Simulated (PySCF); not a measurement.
H₁₀Si₄, triplet, at the geometry of the source list (a higher spin typed on purpose: for a closed-shell molecule this is an excited state) (in this run its highest filled SCF level lies above zero, so its values depend strongly on the basis, on diffuse functions most of all); CAMB3LYP/STO-3G run with PySCF.

The PySCF input:
```python
from pyscf import gto, scf, dft

mol = gto.Mole()
mol.atom = '''
    Si   -0.00790000    2.10850000   -0.74290000
    Si    0.05240000    0.16720000    0.53970000
    Si    1.91840000   -1.14510000    0.07820000
    Si   -1.93430000   -1.03930000    0.41950000
    H     1.20150000    2.92610000   -0.62340000
    H    -0.14290000    1.77620000   -2.16380000
    H    -1.13120000    2.99010000   -0.41680000
    H     0.18940000    0.60450000    1.95100000
    H     3.18760000   -0.42850000    0.22320000
    H     1.87240000   -1.62770000   -1.30480000
    H     2.02120000   -2.33440000    0.92700000
    H    -1.95100000   -2.22530000    1.27890000
    H    -3.11730000   -0.25530000    0.78180000
    H    -2.15830000   -1.51700000   -0.94770000
'''
mol.basis = 'sto-3g'
mol.spin = 2
mol.verbose = 4
mol.build()

mf = dft.UKS(mol)
mf.xc = 'camb3lyp'
mf.grids.level = 5
mf.kernel()
```

Output, abridged:

```
PySCF version 2.14.0

[INPUT] verbose = 4
[INPUT] num. atoms = 14
[INPUT] num. electrons = 66
[INPUT] charge = 0
[INPUT] spin (= nelec alpha-beta = 2S) = 2
[INPUT] symmetry False subgroup None
[INPUT] Mole.unit = angstrom
[INPUT] Symbol           X                Y                Z      unit          X                Y                Z       unit  Magmom
[INPUT]  1 Si    -0.007900000000   2.108500000000  -0.742900000000 AA   -0.014928836384   3.984487533645  -1.403877537939 Bohr   0.0
[INPUT]  2 Si     0.052400000000   0.167200000000   0.539700000000 AA    0.099021648927   0.315962208027   1.019885189428 Bohr   0.0
[INPUT]  3 Si     1.918400000000  -1.145100000000   0.078200000000 AA    3.625250597366  -2.163925385239   0.147776582941 Bohr   0.0
[INPUT]  4 Si    -1.934300000000  -1.039300000000   0.419500000000 AA   -3.655297242746  -1.963992361260   0.792740109255 Bohr   0.0
[INPUT]  5 H      1.201500000000   2.926100000000  -0.623400000000 AA    2.270505938665   5.529527613090  -1.178055266054 Bohr   0.0
[INPUT]  6 H     -0.142900000000   1.776200000000  -2.163800000000 AA   -0.270041863200   3.356531542452  -4.088989388334 Bohr   0.0
[INPUT]  7 H     -1.131200000000   2.990100000000  -0.416800000000 AA   -2.137658192108   5.650470085062  -0.787637848719 Bohr   0.0
[INPUT]  8 H      0.189400000000   0.604500000000   1.951000000000 AA    0.357914127993   1.142339442300   3.686855669026 Bohr   0.0
[INPUT]  9 H      3.187600000000  -0.428500000000   0.223200000000 AA    6.023690994664  -0.809747644376   0.421786871003 Bohr   0.0
[INPUT] 10 H      1.872400000000  -1.627700000000  -1.304800000000 AA    3.538323195636  -3.075907212955  -2.465714647332 Bohr   0.0
[INPUT] 11 H      2.021200000000  -2.334400000000   0.927000000000 AA    3.819514442971  -4.411376665185   1.751776117472 Bohr   0.0
[INPUT] 12 H     -1.951000000000  -2.225300000000   1.278900000000 AA   -3.686855669026  -4.205207544995   2.416770740706 Bohr   0.0
[INPUT] 13 H     -3.117300000000  -0.255300000000   0.781800000000 AA   -5.890843248107  -0.482447079601   1.477387884185 Bohr   0.0
[INPUT] 14 H     -2.158300000000  -1.517000000000  -0.947700000000 AA   -4.078595894649  -2.866714530965  -1.790893448250 Bohr   0.0

nuclear repulsion = 328.60434831932
number of shells = 30
number of NR pGTOs = 138
number of NR cGTOs = 46
basis = sto-3g
ecp = {}

******** <class 'pyscf.dft.uks.UKS'> ********
method = UKS
initial guess = minao
damping factor = 0
level_shift factor = 0
DIIS = <class 'pyscf.scf.diis.CDIIS'>
diis_start_cycle = 1
diis_space = 8
diis_damp = 0
SCF conv_tol = 1e-09
SCF conv_tol_grad = None
SCF max_cycles = 50
direct_scf = True
direct_scf_tol = 1e-13
number electrons alpha = 34  beta = 32
XC library pyscf.dft.libxc version 7.1.2
    S. Lehtola, C. Steigemann, M. J. T. Oliveira, and M. A. L. Marques,  SoftwareX 7, 1–5 (2018)
XC functionals = camb3lyp
    T. Yanai, D. P. Tew, and N. C. Handy,  Chem. Phys. Lett. 393, 51 (2004)
radial grids:
    Treutler-Ahlrichs [JCP 102, 346 (1995); DOI:10.1063/1.469408] (M4) radial grids

becke partition: Becke, JCP 88, 2547 (1988); DOI:10.1063/1.454033
pruning grids: <function nwchem_prune>
grids dens level: 5
symmetrized grids: False
atomic radii adjust function: <function treutler_atomic_radii_adjust>
small_rho_cutoff = 0
Set gradient conv threshold to 3.16228e-05
tot grids = 409608
init E= -1149.46045657654

cycle= 1 E= -1150.14842322385  delta_E= -0.688  |g|= 0.096  |ddm|= 3.37

cycle= 2 E= -1150.16297149506  delta_E= -0.0145  |g|= 0.049  |ddm|= 0.622

cycle= 3 E= -1150.16594644586  delta_E= -0.00297  |g|= 0.0153  |ddm|= 0.12

cycle= 4 E= -1150.16715819285  delta_E= -0.00121  |g|= 0.0102  |ddm|= 0.191

cycle= 5 E= -1150.16782828406  delta_E= -0.00067  |g|= 0.0078  |ddm|= 0.115

cycle= 6 E= -1150.16882053175  delta_E= -0.000992  |g|= 0.0057  |ddm|= 0.22

cycle= 7 E= -1150.16962319843  delta_E= -0.000803  |g|= 0.00224  |ddm|= 0.305

cycle= 8 E= -1150.16967741402  delta_E= -5.42e-05  |g|= 0.00105  |ddm|= 0.0417

cycle= 9 E= -1150.16969687599  delta_E= -1.95e-05  |g|= 0.00038  |ddm|= 0.0475

cycle= 10 E= -1150.16969823111  delta_E= -1.36e-06  |g|= 0.000228  |ddm|= 0.00496

cycle= 11 E= -1150.16969889287  delta_E= -6.62e-07  |g|= 0.000177  |ddm|= 0.00322

cycle= 12 E= -1150.16969954707  delta_E= -6.54e-07  |g|= 0.000125  |ddm|= 0.00453

cycle= 13 E= -1150.1697000312  delta_E= -4.84e-07  |g|= 7.91e-05  |ddm|= 0.00515

cycle= 14 E= -1150.16970021479  delta_E= -1.84e-07  |g|= 3.29e-05  |ddm|= 0.00364

cycle= 15 E= -1150.16970023432  delta_E= -1.95e-08  |g|= 9.58e-06  |ddm|= 0.00131

cycle= 16 E= -1150.16970023524  delta_E= -9.26e-10  |g|= 2.76e-06  |ddm|= 0.000286

Extra cycle  E= -1150.16970023527  delta_E= -2.14e-11  |g|= 1.47e-06  |ddm|= 1.43e-05
converged SCF energy = -1150.16970023527  <S^2> = 2.0018013  2S+1 = 3.0012006
```
